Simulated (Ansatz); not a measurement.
`N[Si@H](F)N[Si@@H](N)Cl` and `CN[SiH](N)F` differ in one atom or group.

Ansatz, PBE0-D4/def2-TZVP geometries, multiplicity 1. Each molecule was computed in one conformer, which needn't be the lowest.

| property | `N[Si@H](F)N[Si@@H](N)Cl` |
| --- | --- |
| HOMO energy (PBE0/def2-TZVPP) / eV | -7.66 |
| HOMO energy (PBE/def2-TZVPP) / eV | -6.21 |
| size of the dipole moment (PBE/def2-TZVPP) / D | 1.06 |
| LUMO energy (ωB97M-V/def2-TZVPP) / eV | 2.22 |
| HOMO–LUMO gap (ωB97M-V/def2-TZVPP) / eV | 12.22 |
| LUMO energy (B3LYP/def2-TZVPP) / eV | 0.49 |

Task: Give the same properties after the change, and the shifts. (An estimate is asked.)

Result: The calculation gave: 
```tsv
property	`CN[SiH](N)F`	shift
HOMO energy (PBE0/def2-TZVPP) / eV	-7.14	0.52
HOMO energy (PBE/def2-TZVPP) / eV	-5.73	0.48
size of the dipole moment (PBE/def2-TZVPP) / D	2.10	1.04
LUMO energy (ωB97M-V/def2-TZVPP) / eV	2.46	0.24
HOMO–LUMO gap (ωB97M-V/def2-TZVPP) / eV	11.98	-0.24
LUMO energy (B3LYP/def2-TZVPP) / eV	0.72	0.23
```

With PBE0 the HOMO rises by 0.52 eV and the LUMO rises by 0.26 eV, so the gap narrows by about 0.26 eV. PBE moves the HOMO by 0.48 eV and ωB97M-V by 0.49 eV. Dipoles are sizes alone; their direction can turn.

B3LYP here is the variant with VWN-RPA as its local correlation; programs differ in this.
